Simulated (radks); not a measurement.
Spherical quantum dot in the effective-mass picture: electrons in a parabolic well V = omega^2 r^2 / 2 with omega = 0.527, all in effective atomic units (hartree* = m*/eps^2 hartree, bohr* = eps/m* bohr), one dielectric constant everywhere. Method: non-relativistic Kohn-Sham, PBE, spin-polarised, spherical densities; computed with a radial shooting solver with Libxc functionals. Levels are named by radial order and angular momentum (1s, 1p, 1d, 2s, ...), and open shells are averaged over m. Results are scaled to m* = 0.028 and eps = 14.2, for which hartree* = 3.779 meV and bohr* = 26.84 nm.

N = 6, configuration 1s2 1p(up 3, down 1). This is the lowest configuration that the search found. Occupied and some empty levels:

level    occupation  eigenvalue (meV)  <r> (nm)
1s up             1            11.075     53.99
1s down           1            11.248     53.09
1p up             3            12.282     66.69
1p down           1            12.493     66.72
1d up             0            13.680     76.43
1d down           0            13.889     76.89
2s up             0            14.057     68.05
2s down           0            14.169     68.51
1f up             0            15.208     84.80
1f down           0            15.398     85.46

Energy (meV): total 47.4159, kinetic 8.9725, external 18.951, Hartree 26.249, exchange-correlation -6.7563.
